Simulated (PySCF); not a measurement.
C₇H₁₄O₃.
SMILES with atom numbers: `[CH3:1][CH:2]([CH3:3])[O:4][C:5]([CH3:6])([CH3:7])[C:8](=[O:9])[OH:10]` (hydrogens: H11, H12, H13 on C1; H14 on C2; H15, H16, H17 on C3; H18, H19, H20 on C6; H21, H22, H23 on C7; H24 on O10)

Computed with PySCF, PBE0-D3(BJ)/def2-SVP geometry optimisation, gas phase.

**Question.** Give the optimised bond lengths and angles.

**Answer.** 
```
                   bond  length (Å)   order
           C1–C2, C2–C3       1.519  single
                  C2–O4       1.420  single
                  O4–C5       1.405  single
           C5–C6, C5–C7       1.526  single
                  C5–C8       1.536  single
                  C8=O9       1.203  double
                 C8–O10       1.338  single
C1–H11 and 5 like bonds       1.100  single
                 C2–H14       1.108  single
C6–H18 and 5 like bonds       1.099  single
                O10–H24       0.970  single
```

Bonds in one row agree within 0.01 Å and their mean is given. Orders are formal, as drawn. A selection of angles:
```
     angle  degrees
 C2–C1–H11    110.1
 C2–C1–H12    111.1
H11–C1–H12    109.2
H11–C1–H13    108.2
  C1–C2–C3    112.2
  C1–C2–O4    107.6
 C1–C2–H14    108.6
  C3–C2–O4    110.0
 O4–C2–H14    109.5
  C2–O4–C5    118.2
  O4–C5–C6    105.1
  O4–C5–C7    113.1
  O4–C5–C8    111.4
  C6–C5–C7    111.0
  C6–C5–C8    107.0
  C7–C5–C8    109.1
 C5–C6–H18    109.7
 C5–C6–H19    111.2
H18–C6–H19    109.5
H21–C7–H22    107.2
  C5–C8–O9    124.8
 C5–C8–O10    112.7
 O9–C8–O10    122.5
C8–O10–H24    106.0
```

Dihedral angles: C1–C2–O4–C5 -131° (anticlinal); C2–O4–C5–C6 175° (antiperiplanar); O4–C5–C8–O9 -144° (anticlinal); H24–O10–C8–C5 177° (antiperiplanar). The mirror-image conformer, all signs reversed, is as good.

O4 (ether oxygen) is bent (angle 118.2°). The 4 C–O bonds span 1.203 Å (C8=O9, drawn double) to 1.420 Å (C2–O4, drawn single), a spread of 0.217 Å. Of the pairs four or more bonds apart, C8···H14 is among the closest relative to their van der Waals radii: 2.53 Å, 87 % of the sum of Bondi's values.

Point group: C1 (no symmetry element, even within 0.4 Å). No frequency check. The numbers are those of one conformer (C1–C2–O4–C5 -131°, C2–O4–C5–C6 175°, O4–C5–C8–O9 -144°, C5–C8–O10–H 177°).

Hardware: one thread, Intel Xeon Platinum 8488C (x86_64), no GPU, shared host. Cost: 6.1 min, 0.93 GiB resident at most. This is the geometry optimisation.
